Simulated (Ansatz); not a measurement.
Worked example: the barrier

An elementary step of SiH₂SOF₂, closed shell (SiH₂SOF₂ ([OH][Si]([F])([F])[SH]) → SiSF₂ ([F][Si]([F])[S]) + H₂O (still joined by a long Si–O bond); bonds formed: O2–H4; bonds broken: S3–H4; bonds weakened to dative contacts: Si1–O2). “Start” is the structure reached by relaxing down from the saddle towards the reactants; PBE0-D4/def2-TZVP structures. The saddle:

```xyz
7
angstrom
Si -0.5374 -0.4337 -0.0898
O 0.7023 0.6329 0.6068
S 0.7863 -1.2480 -1.3483
H 1.2947 0.0929 -0.2449
F -1.6690 0.5722 -0.5495
F -1.1756 -1.2046 1.1255
H 0.5986 1.5883 0.5002
```

Computed with Ansatz 0.2.0 (basis: def2-TZVPP and def2-QZVPP); correlated methods freeze the cores.

Energies in eV:

| quantity | saddle | start |
| --- | --- | --- |
| Hartree–Fock, triple zeta (X = 3) | -26168.58739 | -26170.84533 |
| Hartree–Fock, quadruple zeta (X = 4) | -26169.50750 | -26171.78081 |
| MP2 correlation, X = 3 | -28.47220 | -27.89386 |
| MP2 correlation, X = 4 | -31.07779 | -30.47507 |
| CCSD(T) correlation, X = 3 | -29.93769 | -29.45421 |

**Question.** Work out the barrier at the basis limit: extrapolate Hartree–Fock as E(X) = E∞ + A exp(−7.88 √X) and the MP2 correlation as E(X) = E∞ + B X^−2.97 (the exponents that Neese and Valeev fitted for def2-TZVPP and QZVPP), then add CCSD(T) − MP2 in triple zeta.

**Answer.** Each step is linear, so take the differences first (saddle − start): Hartree–Fock 2.25794 (X = 3) and 2.27331 (X = 4); MP2 correlation -0.57834 and -0.60272; CCSD(T) correlation -0.48348.
Two points give E∞ = E(4) + w [E(4) − E(3)], with w = 1/(exp(7.88 (2 − √3)) − 1) = 0.1377 for Hartree–Fock and w = 1/((4/3)^2.97 − 1) = 0.7407 for the correlation.
Hartree–Fock: 2.27331 + 0.1377 × 0.01537 = 2.2754 eV.
MP2 correlation: -0.60272 + 0.7407 × (-0.02438) = -0.6208 eV.
CCSD(T) − MP2: -0.48348 − (-0.57834) = 0.0949 eV.
Sum: 2.2754 + (-0.6208) + 0.0949 = 1.7495 eV, or 40.34 kcal/mol. Plain CCSD(T) in triple zeta gives 1.7745 eV, so the larger basis shifts the result by -0.0250 eV.

The T1 diagnostic stays at or below 0.013.

Labels in which every atom is bracketed show which atoms are joined, not bond orders.

For scale, one of the runs: CCSD(T)/def2-TZVPP, 205 basis functions, launched by `ansatz run in.yaml --threads 4 --pin off --events-out ev --progress --plain --max-ram 9574MiB`. The run took 71 s on 4 CPU threads of an Arm Neoverse V2 (shared host), with 2.7 GiB of host memory at its peak.
